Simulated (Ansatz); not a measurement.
A ladder of methods for InH3F− ([InFH3]-)

InH3F−: 5 atoms, total charge -1, spin state singlet. SMILES: `[H][In-]([H])([H])[F]`. Geometry: a GFN2-xTB relaxation, a rough one for these elements and not checked as a minimum.

Quantity: the vertical energy of the triplet above the singlet, in eV. The values are calculated.

| level | kind | program | value (eV) | less FCI/STO-3G | CPU time (all runs) |
| --- | --- | --- | --- | --- | --- |
| HF/STO-3G | Hartree–Fock | Ansatz | 7.23 | -0.52 | 3.4 s |
| SVWN5/STO-3G | LDA | Ansatz | 6.63 | -1.12 | 7.8 s |
| PBE/STO-3G | GGA | Ansatz | 6.72 | -1.03 | 20 s |
| BHLYP/STO-3G | global hybrid | Ansatz | 7.71 | -0.04 | 18 s |
| wB97X/STO-3G | range-separated hybrid | Ansatz | 7.57 | -0.18 | 66 s |
| MP2/STO-3G | perturbation theory | Ansatz | 7.66 | -0.09 | 4.5 s |
| BCCD(T)/STO-3G | coupled cluster or CI | Ansatz | 7.74 | -0.01 | 6 s |
| FCI/STO-3G | exact in the basis | Ansatz | 7.75 | 0.00 | 39 s |

FCI/STO-3G is exact within its basis and frozen core, so for wave-function methods in that basis the difference is their error; functionals converge differently with the basis, so for them it is only a difference. All-electron rows without a relativistic Hamiltonian named are non-relativistic. Spin-orbit coupling, which can split open shells on such heavy atoms by tenths of an eV, is left out. Sets without diffuse functions describe the anion poorly. The values span 6.63 to 7.75 eV. A triplet this far above the singlet is often a Rydberg-like or dissociative state; sets without diffuse functions put Rydberg states too high. All rows use very small basis sets, so even the best lies far from the true value. In the correlated wave-function rows the outer d shell of In is correlated, in sets not made for it. CPU times are rough (shared hosts, several kinds of processor): they show what a rung costs within a factor of a few.
